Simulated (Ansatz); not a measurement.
Ansatz (an electronic-structure program) input (B3LYP-D3(BJ)/def2-TZVP):

Ansatz 0.2 input:
```yaml
crystal:
  periodic: [false, false, false]
  atoms:
    - {symbol: Y, position_ang: [0.09753654, -0.12750269, 0.30952963]}
    - {symbol: O, position_ang: [1.31815386, -0.07351263, -1.29181942]}
    - {symbol: F, position_ang: [-1.59435064, 0.61785622, -0.19301114]}
basis:
  gaussian:
    orbitals: def2-TZVP
hamiltonian:
  xc: b3lyp
  dispersion: d3bj
total_charge: 1
magnetization: {spin_polarized: true, initial_magnetization: 1}
phonons: {temperatures: {t_min: 298.15, t_max: 298.15, t_step: 100}}
```

Output:

```
Functional definition: B3LYP
integrals: 0.03 GiB planned
674 factors; their error is unknown
mean field: 0.34 GiB planned
mean field evaluation 1: about -5781.5913 eV, gradient 8.2e1 eV
mean field evaluation 2: about -5342.9352 eV, gradient 2.6e2 eV
mean field evaluation 4: about -5802.7120 eV, gradient 8.3e0 eV
mean field evaluation 8: about -5802.9623 eV, gradient 6.1e-2 eV
mean field evaluation 16: about -5802.9901 eV, gradient 1.8e-5 eV
mean field evaluation 32: about -5803.1939 eV, gradient 2.5e-5 eV
mean field -5803.19389659 eV, -213.2634421535 hartree, gradient 1.2e-5 eV, S^2 0.754957; 4 other end points of the search recorded, 0 dependent functions left out
the calculation of the forces begins
reference -5803.19415971 eV, -213.2634518231 hartree; 14, 13 occupied and 88, 89 virtual orbitals, 674 factors
these checks for a lower state are left out or cut short: stability, starts, cluster_reference, orbital_swaps, neighbouring_geometries, increment
integrals: 0.03 GiB planned
674 factors; their error is unknown
mean field: 0.34 GiB planned
mean field -5803.19380509 eV, -213.2634387909 hartree, gradient 1.3e-6 eV, S^2 0.754948; 0 other end points of the search recorded, 0 dependent functions left out
the calculation of the forces begins
reference -5803.19406826 eV, -213.2634484624 hartree; 14, 13 occupied and 88, 89 virtual orbitals, 674 factors
these checks for a lower state are left out or cut short: stability, starts, cluster_reference, orbital_swaps, neighbouring_geometries, increment
integrals: 0.03 GiB planned
674 factors; their error is unknown
mean field: 0.34 GiB planned
mean field evaluation 64: about -5803.1938 eV, gradient 1.2e-6 eV
mean field -5803.19380454 eV, -213.2634387707 hartree, gradient 1.2e-6 eV, S^2 0.754965; 0 other end points of the search recorded, 0 dependent functions left out
the calculation of the forces begins
reference -5803.19406761 eV, -213.2634484383 hartree; 14, 13 occupied and 88, 89 virtual orbitals, 674 factors
these checks for a lower state are left out or cut short: stability, starts, cluster_reference, orbital_swaps, neighbouring_geometries, increment
integrals: 0.03 GiB planned
674 factors; their error is unknown
mean field: 0.34 GiB planned
mean field -5803.19386811 eV, -213.2634411068 hartree, gradient 7.9e-7 eV, S^2 0.754943; 0 other end points of the search recorded, 0 dependent functions left out
the calculation of the forces begins
reference -5803.19413117 eV, -213.2634507741 hartree; 14, 13 occupied and 88, 89 virtual orbitals, 674 factors
these checks for a lower state are left out or cut short: stability, starts, cluster_reference, orbital_swaps, neighbouring_geometries, increment
integrals: 0.03 GiB planned
674 factors; their error is unknown
mean field: 0.34 GiB planned
mean field -5803.19386939 eV, -213.2634411539 hartree, gradient 6.4e-7 eV, S^2 0.754971; 0 other end points of the search recorded, 0 dependent functions left out
the calculation of the forces begins
reference -5803.19413257 eV, -213.2634508257 hartree; 14, 13 occupied and 88, 89 virtual orbitals, 674 factors
these checks for a lower state are left out or cut short: stability, starts, cluster_reference, orbital_swaps, neighbouring_geometries, increment
integrals: 0.03 GiB planned
674 factors; their error is unknown
mean field: 0.34 GiB planned
mean field -5803.19389102 eV, -213.2634419490 hartree, gradient 2.0e-6 eV, S^2 0.754968; 0 other end points of the search recorded, 0 dependent functions left out
the calculation of the forces begins
reference -5803.19415420 eV, -213.2634516206 hartree; 14, 13 occupied and 88, 89 virtual orbitals, 674 factors
these checks for a lower state are left out or cut short: stability, starts, cluster_reference, orbital_swaps, neighbouring_geometries, increment
integrals: 0.03 GiB planned
674 factors; their error is unknown
mean field: 0.34 GiB planned
mean field evaluation 96: about -5803.1939 eV, gradient 1.9e-6 eV
mean field -5803.19386221 eV, -213.2634408903 hartree, gradient 1.9e-6 eV, S^2 0.754946; 0 other end points of the search recorded, 0 dependent functions left out
the calculation of the forces begins
reference -5803.19412528 eV, -213.2634505578 hartree; 14, 13 occupied and 88, 89 virtual orbitals, 674 factors
these checks for a lower state are left out or cut short: stability, starts, cluster_reference, orbital_swaps, neighbouring_geometries, increment
integrals: 0.03 GiB planned
674 factors; their error is unknown
mean field: 0.34 GiB planned
mean field -5803.19387939 eV, -213.2634415216 hartree, gradient 2.6e-6 eV, S^2 0.754970; 0 other end points of the search recorded, 0 dependent functions left out
the calculation of the forces begins
reference -5803.19414256 eV, -213.2634511928 hartree; 14, 13 occupied and 88, 89 virtual orbitals, 674 factors
these checks for a lower state are left out or cut short: stability, starts, cluster_reference, orbital_swaps, neighbouring_geometries, increment
integrals: 0.03 GiB planned
674 factors; their error is unknown
mean field: 0.34 GiB planned
mean field -5803.19387075 eV, -213.2634412039 hartree, gradient 2.6e-6 eV, S^2 0.754944; 0 other end points of the search recorded, 0 dependent functions left out
the calculation of the forces begins
reference -5803.19413382 eV, -213.2634508718 hartree; 14, 13 occupied and 88, 89 virtual orbitals, 674 factors
these checks for a lower state are left out or cut short: stability, starts, cluster_reference, orbital_swaps, neighbouring_geometries, increment
integrals: 0.03 GiB planned
674 factors; their error is unknown
mean field: 0.34 GiB planned
mean field -5803.19380680 eV, -213.2634388537 hartree, gradient 2.8e-6 eV, S^2 0.754954; 0 other end points of the search recorded, 0 dependent functions left out
the calculation of the forces begins
reference -5803.19406981 eV, -213.2634485193 hartree; 14, 13 occupied and 88, 89 virtual orbitals, 674 factors
these checks for a lower state are left out or cut short: stability, starts, cluster_reference, orbital_swaps, neighbouring_geometries, increment
integrals: 0.03 GiB planned
674 factors; their error is unknown
mean field: 0.34 GiB planned
mean field -5803.19383615 eV, -213.2634399325 hartree, gradient 2.7e-6 eV, S^2 0.754959; 0 other end points of the search recorded, 0 dependent functions left out
the calculation of the forces begins
reference -5803.19409938 eV, -213.2634496060 hartree; 14, 13 occupied and 88, 89 virtual orbitals, 674 factors
these checks for a lower state are left out or cut short: stability, starts, cluster_reference, orbital_swaps, neighbouring_geometries, increment
integrals: 0.03 GiB planned
674 factors; their error is unknown
mean field: 0.34 GiB planned
mean field evaluation 128: about -5803.1939 eV, gradient 1.5e-4 eV
mean field -5803.19388891 eV, -213.2634418714 hartree, gradient 2.1e-6 eV, S^2 0.754958; 0 other end points of the search recorded, 0 dependent functions left out
the calculation of the forces begins
reference -5803.19415205 eV, -213.2634515414 hartree; 14, 13 occupied and 88, 89 virtual orbitals, 674 factors
these checks for a lower state are left out or cut short: stability, starts, cluster_reference, orbital_swaps, neighbouring_geometries, increment
integrals: 0.03 GiB planned
674 factors; their error is unknown
mean field: 0.34 GiB planned
mean field -5803.19389625 eV, -213.2634421411 hartree, gradient 1.4e-6 eV, S^2 0.754955; 0 other end points of the search recorded, 0 dependent functions left out
the calculation of the forces begins
reference -5803.19415936 eV, -213.2634518102 hartree; 14, 13 occupied and 88, 89 virtual orbitals, 674 factors
Total energy: -5803.27336058 eV, -213.2663624015 hartree
Atom 0 at     0.097537    -0.127503     0.309530 Å, force    -0.000008     0.000178    -0.000581 eV/Å
Atom 1 at     1.318154    -0.073513    -1.291819 Å, force     0.000325    -0.000178     0.000214 eV/Å
Atom 2 at    -1.594351     0.617856    -0.193011 Å, force    -0.000317     0.000001     0.000367 eV/Å
Dipole moment:     0.379893    -0.515423     1.268026 e Å
Vibrations: 132.19 628.88 674.55 cm⁻¹, zero-point energy 0.088997 eV
```

The spin state was set by rule; other spins were not relaxed.
